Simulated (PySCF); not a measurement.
## Correlation energy of Ge (germanium, neutral)

[Ar] 3d10 4s2 4p2, high-spin 3P determinant. All numbers are calculated (PySCF 2.14, a scalar-relativistic core potential, in cc-pVTZ-PP with ECP10MDF (5s4p3d1f, 39 functions)). Frozen: 3s2 3p6 3d10; 4 electrons correlated.

MP2 pair energies summed by pair of shells (mhartree):

| pair | energy | share (%) |
| --- | --- | --- |
| 4s-4p | -30.03 | 59.9 |
| 4s-4s | -15.33 | 30.6 |
| 4p-4p | -4.79 | 9.5 |

Total MP2 correlation energy: -50.15 mhartree.

Same-spin part -8.68 and opposite-spin part -41.47 mhartree; SCS-MP2 scales them by 1/3 and 6/5 to -52.66 mhartree.

```csv
level,correlation energy (mhartree)
CCSD,-64.83
(T),-1.80
CCSD(T),-66.63
```

Diagnostics: T1 = 0.0092, D1 = 0.0240, largest double amplitude 0.084.

Cost of the coupled-cluster step: 0.34 s of wall time on 1 thread of Neoverse-V1 (shared host), for 4 correlated electrons.

Iterations:

```
CC2 = 0
CCSD nocc = (np.int64(3), np.int64(1)), nmo = (30, 30)
frozen orbitals [[0, 1, 2, 3, 4, 5, 6, 7, 8], [0, 1, 2, 3, 4, 5, 6, 7, 8]]
max_cycle = 100
direct = 0
conv_tol = 1e-08
conv_tol_normt = 1e-06
diis_space = 8
diis_start_cycle = 0
Init t2, MP2 energy = -0.0501540634818231
Init E_corr(UCCSD) = -0.050154063481973
cycle = 1  E_corr(UCCSD) = -0.0605593202686296  dE = -0.0104052568  norm(t1,t2) = 0.0469157
cycle = 2  E_corr(UCCSD) = -0.0632720581737902  dE = -0.00271273791  norm(t1,t2) = 0.017412
cycle = 3  E_corr(UCCSD) = -0.0648283851825739  dE = -0.00155632701  norm(t1,t2) = 0.00787998
cycle = 4  E_corr(UCCSD) = -0.0648246659522966  dE = 3.71923028e-06  norm(t1,t2) = 0.00146839
cycle = 5  E_corr(UCCSD) = -0.0648323699674976  dE = -7.7040152e-06  norm(t1,t2) = 0.000201496
cycle = 6  E_corr(UCCSD) = -0.0648302695294305  dE = 2.10043807e-06  norm(t1,t2) = 4.49187e-05
cycle = 7  E_corr(UCCSD) = -0.0648313316727289  dE = -1.0621433e-06  norm(t1,t2) = 6.49984e-06
cycle = 8  E_corr(UCCSD) = -0.0648310230833005  dE = 3.08589428e-07  norm(t1,t2) = 1.33386e-06
cycle = 9  E_corr(UCCSD) = -0.0648310627358697  dE = -3.96525692e-08  norm(t1,t2) = 2.59653e-07
cycle = 10  E_corr(UCCSD) = -0.064831063921875  dE = -1.18600522e-09  norm(t1,t2) = 6.44412e-08
UCCSD converged
E(UCCSD) = -293.4176418047996  E_corr = -0.06483106392187497
UCCSD(T) correction = -0.00179849612744636
```
